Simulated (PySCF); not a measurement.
How methods differ on the ionisation energy of Hf⁵⁷⁺

Hf⁵⁷⁺ [Ne] 3s2 3p3 (4S) → Hf⁵⁸⁺ [Ne] 3s2 3p2 (3P), as a difference of total energies. Calculation: PySCF 2.14, in an uncontracted even-tempered set (17 s from 15 bohr⁻², ratio 2.5; 12 p from 20 bohr⁻², ratio 2.5; 4 d from 76 bohr⁻², ratio 2.7; 4 f from 110 bohr⁻², ratio 2.7); the spin-free X2C one-electron Hamiltonian (Gaussian nucleus). Correlated levels: outer shells: 1s2 frozen; virtual orbitals above 40 to 60 times the deepest correlated orbital energy dropped. The calculations carry no spin-orbit coupling.

```
                method  ionisation energy (eV)
                   UHF                  5831.6
    MP2 (outer shells)                  5832.2
SCS-MP2 (outer shells)                  5831.9
   CCSD (outer shells)                  5832.1
CCSD(T) (outer shells)                  5832.1
```

Spin-orbit coupling is strong in these open shells (close to jj coupling). The scalar numbers leave it out and a first-order estimate fails, so it can dominate the gap to the real levels.

The ground level that NIST lists for one species does not belong to the high-spin term computed here, so part of any gap is the choice of state.

Breit and QED terms and the two-electron picture change are absent.

For comparison: 5713 ± 6 eV (theoretical estimate listed by NIST; NIST Atomic Spectra Database, ionization energies).
